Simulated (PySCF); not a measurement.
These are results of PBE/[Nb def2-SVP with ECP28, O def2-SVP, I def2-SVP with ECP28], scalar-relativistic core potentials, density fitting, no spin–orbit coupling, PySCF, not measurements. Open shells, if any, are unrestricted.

**Question.** What shape and geometry does isolated singlet NbO2I take (every ligand bound to Nb)?

**Answer.** Formally Nb is in oxidation state +5, d0. The polar-tensor charge on Nb, 1.72, is far below the formal one. The lowest minimum found is a singlet of Cs symmetry with Nb–I 2.700 Å, Nb–O 1.720 Å (×2); I–Nb–O 111.7° (×2), O–Nb–O 105.6°. Its harmonic wavenumbers are 126 (a'), 140 (a''), 222 (a'), 348 (a'), 948 (a''), 983 (a') cm⁻¹ and its dipole moment is 4.41 D.

Only a few start shapes were tried, so a lower isomer may exist.
